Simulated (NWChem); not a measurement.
# CHO$_{2}$ cation; SMILES O=C=[OH+]

```xyz
4

O      0.0355    -1.2241     0.0000
C      0.0047    -0.0852     0.0000
O     -0.1640     1.1284     0.0000
H      0.6060     1.7666     0.0000
```
Atoms are numbered in this order, from 1.

Program: NWChem. Pople sets run with spherical d functions. All runs use the structure optimised with PBE-D3(BJ)/def2-SVP. Atomic charges in e: unrestrained fits to the electrostatic potential beside Mulliken populations; the two definitions need not agree.

For level Hartree-Fock/6-31G*:

```
Quantity     Result
-----------  ------
Mulliken O1   -0.19
ESP C2         0.94
Mulliken C2    1.10
Mulliken O3   -0.54
```

Question: How do the values read with level B3LYP/def2-SVP instead?

Answer: 
| Quantity | Result |
|---|---|
| Mulliken O1 | 0.15 |
| ESP C2 | 0.81 |
| Mulliken C2 | 0.47 |
| Mulliken O3 | 0.02 |
